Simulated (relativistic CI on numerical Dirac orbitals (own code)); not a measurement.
## Br III: sensitivity of the levels to the model

Base calculation: Dirac-Coulomb-Breit CI, separate exchange-only KLI orbitals for each configuration, a model potential for QED, valence Slater integrals scaled by 0.85, P86 correlation energy added to each configuration.

CI space (outside the closed core [Ar] 3d10): 4s²4p³, 4s4p⁴, 4s²4p²4d, 4p⁵, 4s²4p²4f, 4s²4p²5s, 4s4p³4d, 4s²4p²5p, 4s²4p²6s, 4s4p³4f, 4s²4p²5d, 4s²4p²6p, 4s²4p²7s, 4s²4p²6d, 4s²4p²5f, 4s²4p²5g, 4s²4p²7p, 4s²4p²7d, 4s4p³5s, 4s²4p4d4f, 4s4p³5p, 4p⁴4d, 4s4p²4d², 4s4p³6s, 4s4p³5d, 4s²4p4d², 4s²4d³, 4s²4d²4f, 4s²4d²5s, 4s4p4d³, 4s²4d²5p, 4s²4p4f², 4s²4d4f², 4s²4f³, 4s²4f²5s, 4s4p4d4f², 4s²4f²5p, 4p³4d², 4p²4d³, 4p²4d²4f, 4p²4d²5s, 4p²4d²5p, 4s²4p4d5s, 4s²4d4f5s, 4s²4d5s², 4s4p4d²5s, 4s²4d5s5p, 4s²4p5s², 4s²4f5s², 4s4p4d5s², 4s²5s²5p. Double excitations out of closed p, d and f shells are left out; levels of such configurations are missing from the list, as are those of other unlisted configurations, and high levels can miss mixing partners. These lack a partner that the ground configuration has and come out too high: 4s²4p²6s, 4s4p³4f, 4s²4p²5d, 4s²4p²6p, 4s²4p²7s.

The lowest level and the first level of each name with at least 55 % of one term (blank where a level has no safe partner in the second run):

```tsv
Level	Base (cm⁻¹)	Shift (cm⁻¹)
4s²4p³ ⁴S°3/2	0.0	0.0
4s²4p³ ²D°3/2	15780.2	-1.1
4s²4p³ ²D°5/2	16875.0	-1.3
4s²4p³ ²P°1/2	26708.7	+2.5
4s²4p³ ²P°3/2	28171.0	+2.7
4s4p⁴ ⁴P5/2	102744.1	+309.6
4s4p⁴ ⁴P3/2	105221.3	+310.2
4s4p⁴ ⁴P1/2	106423.1	+310.5
4s4p⁴ ²D3/2	126099.4	+344.8
4s4p⁴ ²D5/2	126727.6	+343.8
4s²4p²4d ²P3/2	137462.4	+407.6
4s²4p²4d ²P1/2	139778.0	+410.6
4s²4p²4d ⁴F3/2	142146.9	+426.8
4s²4p²4d ⁴F5/2	143029.5	+427.4
```

For a near-neutral ion this model can misplace configurations by up to about 10,000 cm⁻¹ (more where the count of f electrons changes) and terms by 10 to 25 % of their spread. Rates follow the energies as ν³ (E1, M1) or ν⁵ (E2), so they and the lifetimes can be off by large factors. The fine structure of a lone outer electron comes out too small, for d and f at times inverted, and misplaced configurations move strength between like terms. 10 of the 20 excited levels that our extract of the measured tables holds in this range could be paired (the sources list more); they are missed by 6342 cm⁻¹ on average and 8528 at most, and levels without a partner can miss by more. Some levels of the ground configuration have no partner and can miss by 10 % or more.

One thing was changed in a second run, which moved the levels as shown. Which?
A. only the first 3 configurations
B. configuration mixing switched off
C. QED terms removed
D. self-excluded LDA correlation estimate
E. Breit term removed
F. Slater integrals left unscaled

D. Self-excluded LDA correlation estimate. A correlation estimate moves all levels of a configuration together before mixing; mixed levels move by a weighted share.

LS names give the leading component of a level, which can be under half, so a name can repeat, a term be missing and a line seem to break the LS rules.
